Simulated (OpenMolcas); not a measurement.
## 5d5 along the 73-electron sequence

```json
{
 "Program": "OpenMolcas",
 "Method": "CASSCF",
 "Basis": "ANO-RCC-VTZP",
 "Scalar Hamiltonian": "DKH2, point nucleus",
 "Spin-orbit coupling": "RASSI with atomic mean-field integrals over the reference wave functions, term energies averaged over their components"
}
```

Active space for each ion: 5 electrons in 5 orbitals (5d).

Computed levels in cm-1 above 6S 5/2:

```json
{"Level": "4G 7/2", "Re2+": "22846", "Os3+": "25335", "Ir4+": "27225", "Au6+": "30998"}
{"Level": "4G 11/2", "Re2+": "23306", "Os3+": "26019", "Ir4+": "28209", "Au6+": "32632"}
{"Level": "4G 9/2", "Re2+": "23806", "Os3+": "26762", "Ir4+": "29305", "Au6+": "34598"}
{"Level": "4P 1/2", "Re2+": "26466", "Os3+": "29546", "Ir4+": "32100", "Au6+": "37523"}
{"Level": "4D 7/2", "Re2+": "28744", "Os3+": "32330", "Ir4+": "35584", "Au6+": "42738"}
{"Level": "4D 1/2", "Re2+": "31479", "Os3+": "35936", "Ir4+": "40201", "Au6+": "49645"}
{"Level": "2I 11/2", "Re2+": "32793", "Os3+": "36790", "Ir4+": "40316", "Au6+": "48304"}
{"Level": "2I 13/2", "Re2+": "34931", "Os3+": "39617", "Ir4+": "43922", "Au6+": "53397"}
{"Level": "2H 9/2", "Re2+": "41628", "Os3+": "47026", "Ir4+": "51892", "Au6+": "62443"}
{"Level": "weight of 6S in the lowest level (%)", "Re2+": "94", "Os3+": "92", "Ir4+": "88", "Au6+": "80"}
```

Mixed levels, with the weight of the term that names them: Re2+ 4P 1/2 (69 %), Re2+ 4D 1/2 (72 %), Re2+ 2H 9/2 (56 %), Os3+ 4P 1/2 (67 %), Os3+ 4D 1/2 (71 %), Os3+ 2H 9/2 (55 %), Ir4+ 4G 7/2 (72 %), Ir4+ 4P 1/2 (66 %), Ir4+ 4D 7/2 (72 %), Ir4+ 4D 1/2 (70 %), Ir4+ 2H 9/2 (54 %), Au6+ 4G 7/2 (61 %), Au6+ 4G 11/2 (71 %), Au6+ 4P 1/2 (63 %), Au6+ 4D 7/2 (59 %), Au6+ 4D 1/2 (70 %), Au6+ 2I 11/2 (69 %), Au6+ 2H 9/2 (53 %).

Measured, with the error of the calculation in %. Measured levels: Re2+ from the list in Brasseur, Gamrath and Quinet, At. Data Nucl. Data Tables 157, 101636 (2024).

```json
{"Level": "4G 7/2", "Re2+": "16890 (+35.3)"}
{"Level": "4G 11/2", "Re2+": "18020 (+29.3)"}
{"Level": "4G 9/2", "Re2+": "18346 (+29.8)"}
{"Level": "4D 7/2", "Re2+": "20453 (+40.5)"}
{"Level": "2I 11/2", "Re2+": "26170 (+25.3)"}
{"Level": "2I 13/2", "Re2+": "28588 (+22.2)"}
```

4G 7/2 changes by a factor of 1.36 over the same range, with steps per unit of Z of +2490, +1890, +1890 cm-1.

Without dynamic correlation excited terms often stand tens of per cent too high (terms of higher spin than the ground term too low), and those without a measured partner can miss by more than the paired ones. Terms from blocks run as CI alone lack orbitals of their own. Configurations with an s electron lie low in 5d ions of this charge, fall among these levels and mix in, so low-spin terms can stand far too high, up to twice their true height, and weights are not those of the real levels (holds for Re2+). Some levels mix across a computed gap that differs much from the measured one, so their mixing is not that of the real levels (holds for Re2+). Measured partners are found by configuration, term and J. A level has none where our copy of the source lacks it or the pairing is in doubt (some pairs that miss far off the trend of their configuration count as doubtful), and it then counts in no deviation. Levels of configurations outside the active space are missing.
